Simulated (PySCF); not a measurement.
C₁₀H₉N, SMILES `c12ccccc1nc(C)cc2` (charge 0, multiplicity 1)

All values below come from PBE-D3(BJ)/def2-TZVP // B3LYP-D3(BJ)/def2-SVP (PySCF).

```json
{
 "HOMO": "-5.76 eV",
 "dipole_moment": "1.67 D",
 "HOMO–LUMO gap": "3.47 eV",
 "LUMO": "-2.29 eV",
 "S1 excitation (TDA)": "3.62 eV",
 "S1 oscillator strength": "0.001",
 "T1 excitation (TDA)": "3.08 eV",
 "S1–T1 gap (TDA)": "0.54 eV",
 "total_energy": "-440.8624 Ha",
 "cost": "roughly 21 core-minutes"
}
```

Bond lengths (Å): C1–C2 1.506, C1–H12 1.103, C1–H13 1.097, C1–H14 1.103, C2–C3 1.430, C2–N11 1.317, C3–C4 1.373, C3–H15 1.092, C4–C5 1.421, C4–H16 1.094, C5–C6 1.420, C5–C10 1.432, C6–C7 1.380, C6–H17 1.093, C7–C8 1.418, C7–H18 1.092, C8–C9 1.379, C8–H19 1.093, C9–C10 1.421, C9–H20 1.091, C10–N11 1.362. Angles (°): C2–C1–H12 111.0, C2–C1–H13 109.6, C2–C1–H14 111.0, H12–C1–H13 109.1, H12–C1–H14 107.0, H13–C1–H14 109.1, C1–C2–C3 119.7, C1–C2–N11 118.0, C3–C2–N11 122.2, C2–C3–C4 119.5, C2–C3–H15 119.5, C4–C3–H15 121.0, C3–C4–C5 119.5, C3–C4–H16 121.1, C5–C4–H16 119.5, C4–C5–C6 123.6, C4–C5–C10 117.0, C6–C5–C10 119.4, C5–C6–C7 120.4, C5–C6–H17 118.9, C7–C6–H17 120.7, C6–C7–C8 120.2, C6–C7–H18 120.1, C8–C7–H18 119.6, C7–C8–C9 120.6, C7–C8–H19 119.5, C9–C8–H19 120.0, C8–C9–C10 120.5, C8–C9–H20 122.0, C10–C9–H20 117.4, C5–C10–C9 118.8, C5–C10–N11 122.4, C9–C10–N11 118.8, C2–N11–C10 119.4.
Charge 0, spin multiplicity 1.
